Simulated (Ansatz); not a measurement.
Task: Name a neutral molecule of C, Ge, O, Si and H with HOMO–LUMO gap (ωB97M-V/def2-TZVPP) between 9.65 and 9.95 eV and LUMO energy (ωB97M-V/def2-TZVPP) between 1.10 and 1.40 eV (Ansatz, PBE0-D4/def2-TZVP geometry).

Result: `O[CH]1[SiH2][GeH2]1` (9.75 eV, 1.36 eV); `[OH][GeH]1[CH2][SiH2]1` (9.80 eV, 1.23 eV). Other molecules can fit too; these were computed, each in one conformer that needn't be the lowest.
